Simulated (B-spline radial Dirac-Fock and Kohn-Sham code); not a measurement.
**What relativity does to the binding energies of Tm²⁹⁺**

System: the Tm²⁹⁺ ion, configuration [Kr] 4d4.

Both columns are ΔSCF binding energies of the configuration average from an atomic code on a B-spline grid: non-relativistic Hartree-Fock with a point nucleus, and Dirac-Fock with a finite nucleus and the Coulomb interaction alone, averaged over the two j levels with weights 2j+1.

```tsv
shell	Hartree-Fock (eV)	Dirac-Fock (eV)	shift (eV)	shift (%)
1s	56588.9	60744.7	+4155.73	+7.34
2s	10153.0	11240.6	+1087.61	+10.71
2p	9726.4	10081.6	+355.24	+3.65
3s	3113.3	3381.3	+268.07	+8.61
3p	2920.7	3019.3	+98.59	+3.38
3d	2567.0	2552.0	-14.99	-0.58
4s	1332.7	1414.1	+81.40	+6.11
4p	1245.4	1276.5	+31.03	+2.49
4d	1104.1	1102.5	-1.59	-0.14
```

Relativity binds 1s, 2s, 2p, 3s, 3p, 4s, 4p more strongly, among those listed most of all 2s in relative terms, and 3d, 4d more weakly, because the contracted s and p shells screen the nucleus better.

Values without a named source are computed, but for edge energies of neutral atoms, which are taken from tables.
